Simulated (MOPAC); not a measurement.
Input file for MOPAC: AM1 on SnMo, 2S+1 = 9, a spin state set in the input, which need not be the lowest, a point of a bond scan (R = 2.929 Å).

```
AM1 1SCF PRECISE CHARGE=0 UHF MS=4 THREADS=1
MoSn

Mo     0.00000000 1     0.00000000 1     0.00000000 1
Sn     0.00000000 1     0.00000000 1     2.92880800 1
```

Program output:

```
*******************************************************************************
 **                                                                           **
 **                              MOPAC v23.2.5                                **
 **                                                                           **
 *******************************************************************************
 ** MOPAC's Digital Object Identifier: https://doi.org/10.5281/zenodo.6511958 **
 **                                                                           **
 ** Please cite the open-source release paper for use of this MOPAC version:  **
 ** J. E. Moussa and J. J. P. Stewart (2026)                                  **
 ** MOPAC: An open-source semiempirical molecular orbital program             **
 ** J. Open Source Softw., 11(119), 8025, https://doi.org/10.21105/joss.08025 **
 *******************************************************************************

                              AM1 CALCULATION RESULTS

 *******************************************************************************
 *  AM1        - The AM1 Hamiltonian to be used
 *  UHF        - UNRESTRICTED HARTREE-FOCK CALCULATION
 *
 *
 *
 *                 CHARGE ON SYSTEM = 0
 *
 *
 *
 *  MS=        - IN MECI, MAGNETIC COMPONENT OF SPIN =  4.0
 *  PRECISE    - TIGHTER CRITERIA TO BE USED
 *  1SCF       - DO 1 SCF AND THEN STOP
 *  THREADS=1  - MULTI-THREADING NOT USED
 *  T=         - A TIME OF 172800.0 SECONDS REQUESTED
 *  DUMP=N     - RESTART FILE WRITTEN EVERY 7200.0 SECONDS REQUESTED
 *******************************************************************************
AM1 1SCF PRECISE CHARGE=0 UHF MS=4 THREADS=1
 MoSn

   ATOM   CHEMICAL          X               Y               Z
  NUMBER   SYMBOL      (ANGSTROMS)     (ANGSTROMS)     (ANGSTROMS)

     1      Mo          0.00000000  *   0.00000000  *   0.00000000  *
     2      Sn          0.00000000  *   0.00000000  *   2.92880800  *



          CARTESIAN COORDINATES

    NO.       ATOM           X           Y           Z

     1        Mo          0.0000      0.0000      0.0000
     2        Sn          0.0000      0.0000      2.9288

 Mo: (AM1): A.A. Voityuk, N. Roesch J. Phys. Chem. A 104, 4089 (2000).
 Sn: (AM1): J. J. P. STEWART, J. MOL. MOD., 10, 155-164 (2004)

           Empirical Formula: Mo Sn  =     2 atoms



      MOLECULAR POINT GROUP   :   C*v


          UHF CALCULATION, NO. OF ALPHA ELECTRONS =    9
                           NO. OF BETA  ELECTRONS =    1

 -------------------------------------------------------------------------------
 AM1 1SCF PRECISE CHARGE=0 UHF MS=4 THREADS=1
 MoSn



     1SCF WAS SPECIFIED, SO BFGS WAS NOT USED
     SCF FIELD WAS ACHIEVED


                              AM1 CALCULATION
                                                       MOPAC v23.2.5 Linux




          FINAL HEAT OF FORMATION =       2482.38324 KCAL/MOL =   10386.29148 KJ/MOL


          COSMO AREA              =        127.67 SQUARE ANGSTROMS
          COSMO VOLUME            =        124.56 CUBIC ANGSTROMS

          IONIZATION POTENTIAL    =          7.821289 EV
          ALPHA SOMO LUMO (EV)    =         -7.821 -0.800
          BETA  SOMO LUMO (EV)    =        -15.233 -4.089
          NO. OF ALPHA ELECTRONS  =          9
          NO. OF BETA  ELECTRONS  =          1
          MOLECULAR WEIGHT        =        214.6300         POINT GROUP:  C*v

          MOLECULAR DIMENSIONS (Angstroms)

            Atom       Atom       Distance
           Sn     2   Mo     1     2.92881
           Sn     2   Mo     1     0.00000
           Mo     1   Sn     2     0.00000


          SCF CALCULATIONS        =          1





   ATOM   CHEMICAL          X               Y               Z
  NUMBER   SYMBOL      (ANGSTROMS)     (ANGSTROMS)     (ANGSTROMS)

     1      Mo          0.00000000  *   0.00000000  *   0.00000000  *
     2      Sn          0.00000000  *   0.00000000  *   2.92880800  *

                             CARTESIAN COORDINATES

   1   Mo        0.000000000     0.000000000     0.000000000
   2   Sn        0.000000000     0.000000000     2.928808000


           Empirical Formula: Mo Sn  =     2 atoms



      MOLECULAR POINT GROUP   :   C*v


          ALPHA EIGENVALUES
 -23.12933 -11.20092 -10.90462 -10.90462 -10.78583 -10.78583 -10.29264  -7.82129
  -7.82129  -0.79950  14.96909  14.96909  15.42229


           BETA EIGENVALUES
 -15.23346  -4.08901  -1.09827  -1.09827   0.87435   2.84116   2.84116   2.91806
   2.93232   2.93232  17.38184  17.55391  17.55391


              NET ATOMIC CHARGES AND DIPOLE CONTRIBUTIONS

  ATOM NO.   TYPE          CHARGE      No. of ELECS.   s-Pop       p-Pop       d-Pop
    1         Mo           0.598577        5.4014     0.43297     0.02523     4.94322
    2         Sn          -0.598577        4.5986     1.90495     2.69363
 DIPOLE           X         Y         Z       TOTAL
 POINT-CHG.     0.000     0.000    -8.421     8.421
 HYBRID        -0.000     0.000     0.421     0.421
 SUM           -0.000     0.000    -8.000     8.000


          ATOMIC ORBITAL ELECTRON POPULATIONS

     Atom    s        px        py        pz      x^2-y^2     xz        z^2       yz        xy
    1 Mo   0.43297   0.00461   0.00461   0.01602   1.00000   0.99975   0.94372   0.99975   1.00000
    2 Sn   1.90495   0.99564   0.99564   0.70234


                    (SZ)    =    4.000000
                    (S**2)  =   20.000015


          ATOMIC ORBITAL SPIN POPULATIONS

    Atom   Total    s     px     py     pz   x^2-y^2  xz     z^2    yz     xy
         Atomic
    1 Mo  5.2884  0.341  0.005  0.005  0.003  1.000  1.000  0.935  1.000  1.000
    2 Sn  2.7116  0.067  0.996  0.996  0.653

 **********************
 *                    *
 * JOB ENDED NORMALLY *
 *                    *
 **********************




 == MOPAC DONE ==
```

The run finished.

Cost: about 0.020 core-seconds (a rough figure).
